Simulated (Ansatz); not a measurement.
Gas-phase electronic energies from Ansatz, PBE0-D4/def2-TZVP geometries. CCSD(T)/CBS adds triple-zeta CCSD(T) − MP2 to the extrapolated MP2 energy (def2 sets, frozen cores). This one scheme is used for every species. Functionals use def2-TZVPP. B3LYP here is the variant with VWN-RPA as its local correlation; programs differ in this. Each species was taken in one conformer, which may not be the lowest.

Reaction (silylene loss): `C[O][AlH][S][SiH3]` → `C[O][AlH][SH]` + `[SiH2]`

`C[O][AlH][S][SiH3]`:

```xyz
12

C    -1.287   -1.319   -0.388
O    -0.842   -1.000    0.891
Al    0.158   -0.146    1.914
S     1.600    1.355    1.247
Si    1.199    1.421   -0.848
H    -1.772   -2.300   -0.375
H    -0.464   -1.356   -1.110
H    -2.017   -0.584   -0.742
H     0.064   -0.435    3.453
H    -0.243    1.646   -1.122
H     1.984    2.552   -1.398
H     1.619    0.165   -1.523
```

`C[O][AlH][SH]`:

Cartesian coordinates in Å:
```
C -0.585 0.897 0.958
O -0.741 -0.379 0.419
Al 0.008 -1.361 -0.719
S 1.763 -0.663 -1.817
H 0.285 1.427 0.547
H -1.473 1.504 0.756
H -0.457 0.834 2.043
H -0.573 -2.794 -0.983
H 1.774 0.534 -1.204
```

`[SiH2]`:

Cartesian coordinates in Å:
```
Si -0.191 -0.645 -0.233
H 1.000 0.273 -0.489
H -0.809 0.372 0.722
```

```tsv
level	ΔE (kcal/mol)	difference from CCSD(T)/CBS
PBE-D4	71.5	0.5
r2SCAN-D4	75.8	4.8
PBE0-D4	74.0	3.0
B3LYP-D4	69.6	-1.4
ωB97M-V	69.5	-1.5
PBE	69.0	-2.0
B3LYP	65.5	-5.5
HF/def2-TZVPP	66.0	-5.0
MP2/def2-TZVPP	74.5	3.5
SCS-MP2/def2-TZVPP	71.1	0.1
CCSD(T)/def2-TZVPP	68.6	-2.4
MP2/def2-QZVPP	75.9	4.9
SCS-MP2/def2-QZVPP	72.5	1.5
HF/CBS(def2)	66.2	-4.8
MP2/CBS(def2)	76.8	5.8
CCSD/CBS(def2)	69.7	-1.3
CCSD(T)/CBS	71.0	0
```

Largest T1 diagnostic among the species: 0.014.

From PBE to PBE0 (25 % exact exchange), in def2-TZVPP and without D4, ΔE moves by +2.8 kcal/mol. The D4 term adds +4.1 kcal/mol with B3LYP and +2.3 kcal/mol with PBE0; it sums over pairs of atoms, weighted by their polarisabilities, and B3LYP, whose exchange is more repulsive, gets the larger term.
